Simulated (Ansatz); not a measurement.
NiBr2(PH3)2 (NiP2H6Br2): single points at one geometry.

```yaml
crystal:
  periodic: [false, false, false]
  atoms:
    - {symbol: Br, position_ang: [-0.341910, -0.059547, 2.305433]}
    - {symbol: Br, position_ang: [0.298162, 0.064317, -2.255657]}
    - {symbol: Ni, position_ang: [-0.102654, 0.006857, 0.018840]}
    - {symbol: P, position_ang: [0.116642, 2.162070, 0.028944]}
    - {symbol: P, position_ang: [-0.186146, -2.158658, -0.027935]}
    - {symbol: H, position_ang: [-0.606829, 2.922415, -0.926115]}
    - {symbol: H, position_ang: [1.420382, 2.640678, -0.266792]}
    - {symbol: H, position_ang: [-0.146949, 2.912390, 1.205445]}
    - {symbol: H, position_ang: [-0.985964, -2.861257, 0.909444]}
    - {symbol: H, position_ang: [1.058351, -2.791561, 0.236546]}
    - {symbol: H, position_ang: [-0.523075, -2.837703, -1.228163]}
basis:
  gaussian: {orbitals: def2-TZVP, initial_orbitals: start.molden}
hamiltonian: {xc: hse06, dispersion: d4}
scf: {omitted_lower_state_checks: [starts]}
output: {orbitals: {seedname: orbitals}}
```

The file start.molden holds the orbitals of an earlier run on this structure, at another level or in another basis.

```sh
$ ansatz run in.yaml --threads 4 --pin off --events-out ev --progress --plain --max-ram 4787MiB
```

Shortened log:

```
Functional definition: HSE06
2192 factors; their error is unknown
109 factors; integrals over basis functions are off by at most 4.0e-7 eV
mean field evaluation 1: about -199784.7791 eV, gradient 9.0e-1 eV
mean field evaluation 2: about -199784.7798 eV, gradient 1.1e-3 eV
mean field evaluation 4: about -199785.7518 eV, gradient 1.7e-4 eV
mean field -199785.75184080 eV, -7341.9909605031 hartree, gradient 1.9e-5 eV, S^2 0.000000; 0 other end points of the search recorded, 0 dependent functions left out
reference -199785.75188923 eV, -7341.9909622826 hartree; 67, 67 occupied and 184, 184 virtual orbitals, 2192 factors
Total energy: -199786.12084891 eV, -7342.0045213010 hartree
Checks for a lower state left out: starts
```

It took 19 s on 4 threads of Arm Neoverse N1 on a shared host, peak host memory 1.5 GiB.

First input, but with `gaussian: {orbitals: def2-SVP, initial_orbitals: start.molden}`, `hamiltonian: {xc: pbe, dispersion: d4}` (abridged; 4.2 s):

```
Functional definition: PBE
mean field -199750.27816503 eV, -7340.6873269635 hartree, gradient 9.5e-6 eV, S^2 0.000000
Total energy: -199750.72541987 eV, -7340.7037632755 hartree
Checks for a lower state left out: starts
```

First input, but with `hamiltonian: {xc: pbe0, dispersion: d4}` (abridged; 20 s):

```
Functional definition: PBE0
mean field -199786.03204897 eV, -7342.0012579633 hartree, gradient 1.9e-5 eV, S^2 0.000000
Total energy: -199786.41900834 eV, -7342.0154784578 hartree
Checks for a lower state left out: starts
```

The first input with `hamiltonian: {xc: pbe, dispersion: d4}`, `output: {forces: true, orbitals: {seedname: orbitals}}` (abridged; 9.5 s):

```
Functional definition: PBE
mean field -199780.25831078 eV, -7341.7890769983 hartree, gradient 1.8e-5 eV, S^2 0.000000
Total energy: -199780.70556222 eV, -7341.8055131856 hartree
Atom 0 force    -0.019118    -0.024850     0.096137 eV/Å
Atom 1 force     0.002194     0.025105    -0.059112 eV/Å
Atom 2 force     0.019919    -0.006538    -0.022921 eV/Å
Atom 3 force     0.034683     0.035847    -0.049407 eV/Å
Atom 4 force     0.039684    -0.031360     0.022078 eV/Å
Atom 5 force    -0.018518    -0.015116     0.000928 eV/Å
Atom 6 force    -0.000896    -0.025108     0.006574 eV/Å
Atom 7 force    -0.013245    -0.001898     0.012592 eV/Å
Atom 8 force    -0.024561     0.006828     0.002446 eV/Å
Atom 9 force    -0.001268     0.030810     0.001164 eV/Å
Atom 10 force    -0.018873     0.006279    -0.010479 eV/Å
Dipole moment:     0.009461    -0.001457    -0.025296 e Å
Checks for a lower state left out: starts
```

The first input with `gaussian: {orbitals: def2-SVP, initial_orbitals: start.molden}`, `hamiltonian: {xc: pbe0, dispersion: d4}` (abridged; 8 s):

```
Functional definition: PBE0
mean field -199756.46692874 eV, -7340.9147598349 hartree, gradient 2.7e-5 eV, S^2 0.000000
Total energy: -199756.85389040 eV, -7340.9289804135 hartree
Checks for a lower state left out: starts
```

First input, but with `correlation: {method: mp2}` and without the key `hamiltonian` (abridged; 28 s):

```
Functional definition: HF
mean field -199641.92405715 eV, -7336.7053869437 hartree, gradient 2.1e-6 eV, S^2 0.000000; unrestricted orbitals would lower it
mean field evaluation 16: about -199642.4194 eV, gradient 3.6e-1 eV
33 core orbitals not correlated: weight in the atoms' cores, before any rotation towards them, 1.000 or more for the frozen orbitals, at most 0.000 for the correlated occupied ones
second order -42.16736399 eV of doubles, -0.00000000 eV of singles
Total energy: -199684.09142113 eV, -7338.2550089882 hartree
Checks for a lower state left out: starts
```

The first input with `hamiltonian: {xc: {name: r2SCANh}, dispersion: d4}` (abridged; 26 s):

```
Functional definition: r2SCANh
mean field -199812.89210836 eV, -7342.9883469395 hartree, gradient 9.4e-6 eV, S^2 0.000000
Total energy: -199813.00763853 eV, -7342.9925925949 hartree
Checks for a lower state left out: starts
```

Geometry: r2SCAN-D4/def2-SVP.

HSE06 is defined as in plane-wave codes, on full-range PBE exchange. Correlated methods freeze 33 core orbitals; core or outer-core shells of Br, Ni are correlated, in sets that lack core-valence functions. The restricted singlet is unstable towards broken spin symmetry in Hartree–Fock (as tested in another run); at HSE06-D4/def2-TZVP, PBE-D4/def2-SVP, PBE0-D4/def2-TZVP, PBE-D4/def2-TZVP and others this wasn't settled. At MP2/def2-TZVP the restricted singlet (for correlated methods, its reference) is unstable: a solution with broken spin symmetry lies lower.
